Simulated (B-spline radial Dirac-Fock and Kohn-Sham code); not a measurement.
Dipole and non-dipole photoemission parameters of Mn⁵⁺ 2s

System: manganese as Mn⁵⁺ in the configuration 1s2 2s2 2p6 3s2 3p6 3d2; threshold 858.7 eV (orbital energy of the model). These are calculated numbers from a radial finite-basis atomic code; the model is Dirac-Hartree-Slater photoionisation with a Latter tail; cross sections with all multipoles, angular parameters from the dipole term and its interference with E2.

The run's input, task.json:

```json
{"items": [{
  "Z": 25,
  "q": 5,
  "cfg": [[1, 0, 2], [2, 0, 2], [2, 1, 6], [3, 0, 2], [3, 1, 6], [3, 2, 2]],
  "A": 55,
  "rrms": 3.7057,
  "do": "xps",
  "hv": [64.6, 80, 85.4, 111.0, 121.0, 125.0, 153.0, 167.0, 278.0, 458.0, 682.0, 741.0, 800, 946.0, 1000, 1100.0, 1170.0, 1253.6, 1980.0, 2000, 2470.0, 2880.0, 2984.4, 3050.0, 3300.0, 5260.0, 6000, 6850.0, 8047.8, 10700.0]
}]}
```

Launch: `python xray2_run.py task.json out`

For linearly polarised light dσ/dΩ = σ/(4π) [1 + β P₂(cos θ) + (δ + γ cos²θ) sin θ cos φ], with θ from the polarisation vector and φ the angle between the beam and the projection of the electron momentum on the plane normal to the polarisation.

```tsv
hν (eV)	σ (kb)	β	γ
946	121	1.999	0.337
1000	111	1.999	0.226
1100	95.3	2.000	0.092
1170	86.6	2.000	0.035
1253.6	77.6	2.000	-0.010
1980	34.1	2.000	0.000
2000	33.5	2.000	0.004
2470	?	?	?
2880	16.1	2.000	0.222
2984.4	15.0	2.000	0.249
3050	14.3	2.000	0.266
3300	12.1	2.000	0.331
5260	4.26	1.999	0.787
6000	3.13	1.999	0.936
6850	2.28	1.999	1.095
8047.8	1.54	1.999	1.300
10700	0.749	1.999	1.700
```

**Question.** Give the values at 2470 eV.

**Answer.** σ = 22.1 kb, β = 2.000, γ = 0.115. For an s subshell δ is negligible.
